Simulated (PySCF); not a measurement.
## Heteronuclear NMR

Bonds (- single, = double, # triple, : aromatic): C1-C2, C2-C3, C3=C4, C4-C5, C4-P6, P6-Si7, P6-C8, C8-C9, C8=C2. C1 carries H10, H11, H12; C3 carries H13; C5 carries H14, H15, H16; Si7 carries H17, H18, H19; C9 carries H20, H21, H22.

- shieldings: GIAO PBE0/pcSseg-1
- structure optimised with GFN2-xTB
- run in PySCF 2.14
- non-relativistic Hamiltonian, rapidly exchanging positions averaged, single conformer, gas phase

(1) What are the $^{31}$P shifts?

(2) Predict the $^{29}$Si NMR data.

Answers

(1) 
| atoms | environment | σ (ppm) | δ (ppm) |
| --- | --- | --- | --- |
| P6 | ring phosphorus | 376.5 | -41.8 |

Shieldings were converted by a linear fit to measured shifts: $^{31}$P: δ = 270.09 − 0.828σ (rms 18.1 ppm, 64 shifts vs H3PO4, solution or neat liquid). Occasional misses reach two or three times the rms, and more in compound classes unlike the fitted ones.

On a 500 MHz spectrometer $^{31}$P resonates near 202.4 MHz, so 1 ppm is 202.4 Hz.

(2) 
```
atoms               environment  σ (ppm)  δ (ppm)
  Si7  silicon bonded to P, 3 H    418.4    -64.0
```

Shieldings were converted by a linear fit to measured shifts: $^{29}$Si: δ = 279.94 − 0.822σ (rms 8.9 ppm, 72 shifts, 25.8 ppm with the 6 outliers that the fit left out vs TMS, solution or neat liquid). A few per cent of atoms miss by over 2 rms, more outside the fitted compound classes.

On a 500 MHz spectrometer $^{29}$Si resonates near 99.3 MHz, so 1 ppm is 99.3 Hz.
